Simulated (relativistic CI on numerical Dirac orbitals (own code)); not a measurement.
**V²⁺ in a cubic cluster: 2p photoemission with charge transfer**

Computed with a charge-transfer multiplet model of a cubic metal-ligand cluster with up to one ligand hole, Slater and spin-orbit integrals from Dirac-Coulomb-Breit ions, Slater integrals scaled by 0.7. The ground state mixes d3 with configurations of k ligand holes L, whose averages lie at kΔ + k(k − 1)U_dd/2; a core hole lowers each added d electron by U_cd. 300 K, Lorentzian 0.6 eV and Gaussian 0.8 eV FWHM.

Atomic integrals in eV (Slater integrals scaled, ζ unscaled), ground: F2dd 6.242, F4dd 3.880, zeta_d 0.019; with the core hole: F2dd 7.631, F4dd 4.784, zeta_d 0.036, zeta_core 4.610, F2cd 4.267, G1cd 3.142, G3cd 1.783.

Cluster parameters (eV): U_dd = 5.4, U_cd = 6.8, 10Dq = 0.75, 10Dq(ligand) = 0.6, V(eg) = 1.6, V(t2g) = -0.8, final-state hopping factor = 1.

```json
{"Case": "Δ = 4.8 eV", "n_d": "3.22", "d3": "0.78", "d4L": "0.22", "S": "1.50"}
{"Case": "Δ = 5.8 eV", "n_d": "3.18", "d3": "0.82", "d4L": "0.18", "S": "1.50"}
{"Case": "Δ = 6.8 eV", "n_d": "3.15", "d3": "0.85", "d4L": "0.15", "S": "1.50"}
```

Weights, n_d and S are thermal averages at 300 K. Binding energies count from the first peak over 30 % of the highest in each spectrum, which can be another peak from case to case. The parameters are a model scan and need not match a compound or its usual spin state. Peaks in eV (height, largest 100):
- Δ = 4.8 eV: 0.0 (100), 3.5 (25), 8.0 (82), 15.4 (13)
- Δ = 5.8 eV: 0.0 (100), 3.5 (23), 7.9 (76), 15.1 (11)
- Δ = 6.8 eV: 0.0 (100), 3.6 (20), 7.9 (71), 15.0 (9)

Curve for Δ = 4.8 eV (points under 2 left out, the grid thinned):

E (eV), Intensity and a bar:
```
     -3.5        2.1 
     -3.0        2.7 
     -2.5        3.9 #
     -2.0        6.1 #
     -1.5       11.6 ###
     -1.0       30.8 #########
     -0.5       76.7 #######################
      0.0      100.0 ##############################
      0.4       94.1 ############################
      0.9       79.9 ########################
      1.4       53.8 ################
      1.9       31.6 #########
      2.4       24.5 #######
      2.9       23.9 #######
      3.4       24.5 #######
      3.9       23.1 ######
      4.4       19.0 #####
      4.9       16.1 ####
      5.4       14.1 ####
      5.9       13.7 ####
      6.4       16.9 #####
      6.9       30.9 #########
      7.3       53.6 ################
      7.8       79.0 ########################
      8.3       76.1 #######################
      8.8       45.6 #############
      9.3       23.6 #######
      9.8       17.1 #####
     10.3       15.8 ####
     10.8       15.1 ####
     11.3       11.9 ###
     11.8        8.6 ##
     12.3        6.5 #
     12.8        4.7 #
     13.3        3.6 
     13.8        3.5 
     14.3        4.8 #
     14.7        8.0 ##
     15.2       12.5 ###
     15.7       11.6 ###
     16.2        7.5 ##
     16.7        4.7 #
     17.2        3.3 
     17.7        2.6 
     18.2        2.0
```

For the case Δ = 6.8 eV, Δ = 6.8 eV is larger than U_dd = 5.4 eV, the Mott-Hubbard side of the Zaanen-Sawatzky-Allen scheme. With the core hole the configuration with one ligand hole lies at Δ − U_cd = -2.0, -1.0, 0.0 eV from the one without, in the order of the table; where this is negative the screened configuration lies lower, though the effective hopping of about 3.4 eV (from the holes of the mixed ground state) mixes the two strongly wherever it is as large as the gap.

With at most 1 ligand hole the space is cut while the next configuration still counts, so covalency is underestimated, and a final configuration with one more ligand hole, which can lie low, is missing from the spectra.
